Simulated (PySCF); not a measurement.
Work out the structure from these simulated measurements.

Elements present: C, H, N, S and Si. Monoisotopic mass: 148.9789 u.

| Quantity | Value |
| --- | --- |
| Rotational structure | rotational constants A, B, C: 2.264, 1.255, 0.907 GHz [PBE0-D3(BJ)/def2-SVP] |
| Dipole | 0.17 D [CAM-B3LYP/def2-SVPD] |
| Polarisability | 107.5 au [CAM-B3LYP/def2-SVPD] |
| 13C NMR | chemical shifts (computed TMS as zero) by class: 176.2 (1 C), 41.7 (2 C) ppm [GIAO PBE0/pcSseg-1] |
| UV, strongest line | among the 10 lowest singlet transitions: S10 at 7.00 eV (177 nm, f = 0.033) [TDDFT CAM-B3LYP/def2-SVPD] |
| NMR, other nuclei | isotropic shieldings of nuclei other than C and H, by class: -166 (1 N), 318 (1 Si), 587 (2 S) ppm [GIAO PBE0/pcSseg-1] |
| Valence photoelectron | vertical ionisation energy: 9.06 eV [ΔSCF CAM-B3LYP/def2-SVPD] |

Gas-phase values; electronic properties from PySCF, density fitting. Levels stand in brackets. Geometry: PBE0-D3(BJ)/def2-SVP, one conformer, isolated molecule. NMR classes are plain means over equivalent atoms (diastereotopic ones count apart unless rotation or inversion swaps them), as if these changed places fast.

Task: Which formula fits the mass and the elements?

Result: C3H7NS2Si (calculated 148.9789). No other formula that holds each of these elements comes within 0.0003 u with a fitting electron parity and a possible valence count.

Task: What is the compound? Reason from the data.

Result: Numbering: `[CH2:1]=[N:2][SiH:3]1[S:4][CH2:5][CH2:6][S:7]1`. Its formula, C3H7NS2Si, gives 2 degrees of unsaturation: 1 ring and 1 π bond in the structure found. 3 carbons fall into 2 classes; from least to most shielded: C=N carbon [C1] (176.2 ppm), ring sp3 carbon bound to sulfur [C5/C6] (41.7 ppm, 2 C, up to 2.0 ppm apart in this geometry). The other shieldings belong to: -166 ppm, C=N nitrogen [N2]; 318 ppm, SiH silicon [Si3]; 587 ppm, sulfur bonded to C and Si [S4/S7]. The first electron is taken from the HOMO, whose largest Löwdin shares are 0.44 on a sulfur bonded to C and Si, 0.30 on a sulfur bonded to C and Si, 0.07 on an sp3 carbon bound to sulfur and 0.07 on the SiH silicon. The optimised geometry has point group C1 and is an asymmetric top. Structure: `C=N[SiH]1SCCS1`. The assignments are read from this structure; whether some other isomer fits the data as well wasn't checked.
